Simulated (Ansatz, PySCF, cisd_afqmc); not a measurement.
Species: CH$_{3}$Li, charge 0, singlet. CH3Li (SMILES [Li][CH3]).
B3LYP-D3(BJ)/def2-TZVP minimum from Ansatz (a program for electronic structure):
```xyz
5

Li    -1.1054    -0.6446    -0.9312
C      0.2701     0.1575     0.2275
H      0.8519    -0.5947     0.7758
H     -0.1547     0.8270     0.9867
H      0.9987     0.7566    -0.3338
```
Charge 0, spin multiplicity 1.

Atomisation energy term by term, kcal/mol (programs: Ansatz, cisd_afqmc). Radicals and triplets start from unrestricted determinants; spin-orbit coupling is neglected. Cores are frozen in correlated methods. No relativity. AFQMC/CISD: phaseless, guided by CISD from CCSD amplitudes; bars are statistical, one sigma. Outlying blocks are dropped, and bars are widened where a walk drifts. Over all cases where full CI ran beside it in this data, AFQMC minus full CI had a median of +0.1 mEh and passed +0.4 mEh in a tenth of the cases. CBS(X,Y): correlation extrapolated as X^-3, Hartree-Fock from the larger set. A bracket is a step between two methods taken in the basis named. For partners of very few electrons the exact lower level stands in for a higher one.

| term | basis | kcal/mol |
|---|---|---|
| Hartree-Fock | def2-QZVPP | 259.44 |
| CCSD correlation | CBS(def2-TZVPP,def2-QZVPP) | 92.20 |
| (T) | CBS(def2-TZVPP,def2-QZVPP) | 4.45 |
| CCSDT(Q) - CCSD(T) | def2-QZVPP | 0.12 |
| CCSDTQ - CCSDT(Q) | def2-SVP | -0.01 |
| minus zero-point energy | Hessian by PySCF at B3LYP-D3(BJ)/def2-TZVP | -20.81 |
| sum: D0 |  | 335.4 |

The step beyond CCSD(T) by other levels: CCSDTQ in def2-SVP 0.19; AFQMC/CISD in def2-SVP 0.26 ± 0.10; CCSDT(Q) in def2-SVP 0.20; CCSDT(Q) in def2-TZVPP 0.13 kcal/mol.
